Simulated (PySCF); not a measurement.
C2H7FSi3, SMILES F[SiH2][Si@H]1C=C[SiH2]1.

The structure is a stationary point at PBE0-D3(BJ)/def2-SVP. The structure was generated by enumeration; whether it is a known compound was not checked. The values are those of a single conformer.

The numbers are results of PBE0-D3(BJ)/def2-SVP (PySCF), not measurements.

Frequencies are harmonic and unscaled.

```csv
mode,ν (cm⁻¹),IR (km/mol),moving atoms (share of kinetic energy)
1,37,1.2,"F 50 %, Si 30 %, H 15 %"
2,70,1.0,"Si 40 %, C 32 %, H 19 %, F 9 %"
3,88,0.4,"Si 51 %, H 21 %, F 18 %, C 10 %"
4,185,5.1,"Si 31 %, F 31 %, H 22 %, C 16 %"
5,251,0.6,"C 46 %, H 28 %, Si 14 %, F 12 %"
6,381,5.2,"Si 74 %, H 22 %"
7,420,20.8,"H 62 %, Si 23 %, C 14 %"
8,439,3.7,"Si 55 %, H 23 %, C 22 %"
9,490,2.2,"Si 60 %, H 32 %"
10,542,8.4,"H 57 %, Si 37 %"
11,587,4.1,H 92 %
12,642,48.6,"H 86 %, Si 9 %"
13,684,37.5,"H 64 %, C 25 %, Si 11 %"
14,696,6.1,"H 61 %, C 22 %, Si 17 %"
15,735,52.4,H 87 %
16,742,21.0,"C 42 %, H 42 %, Si 16 %"
17,769,67.8,"H 52 %, C 26 %, Si 21 %"
18,791,268.7,"H 73 %, C 19 %"
19,850,24.7,"H 44 %, F 42 %, Si 14 %"
20,905,248.3,"H 54 %, Si 29 %, F 16 %"
21,945,135.0,H 93 %
22,945,72.5,"H 87 %, Si 10 %"
23,1027,0.2,"H 77 %, C 23 %"
24,1062,3.1,H 97 %
25,1274,14.0,"H 65 %, C 35 %"
26,1573,0.2,C 96 %
27,2210,70.2,H 97 %
28,2218,118.8,H 98 %
29,2226,172.3,H 96 %
30,2227,17.5,H 97 %
31,2237,139.7,H 96 %
32,3148,3.8,H 92 %
33,3170,17.0,"H 91 %, C 9 %"
```
